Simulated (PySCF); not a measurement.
CrF3, SMILES [F][Cr]([F])[F] (connectivity only; charge and spin as stated), neutral, multiplicity 4.

The structure is a stationary point at TPSSh-D3(BJ)/def2-SVP. The spin state was assumed, not searched.

Two levels are set side by side: PBE/def2-TZVPD (PySCF) and CAM-B3LYP/def2-TZVPD (PySCF). Same geometry, gas phase. Differences are taken from unrounded values.

```
quantity                     CAM-B3LYP
---------------------------  ---------
α-spin orbital gap (eV)           8.22
β-spin orbital gap (eV)          11.78
mean polarisability (bohr³)       29.2
```

**Question.** What does PBE give, and how far is it from CAM-B3LYP? (The exact figures need the calculation; the answer reports its results.)

**Answer.** 
```tsv
quantity	PBE	PBE minus CAM-B3LYP
α-spin orbital gap (eV)	1.65	-6.57
β-spin orbital gap (eV)	6.20	-5.58
mean polarisability (bohr³)	32.9	3.7
```

PBE's more diffuse valence density responds more strongly to a field. Differences between two approximate levels are no errors against the true value.

Rough cost on one machine, each run with all the roots and properties that it gave: CAM-B3LYP against PBE within a factor of 2.
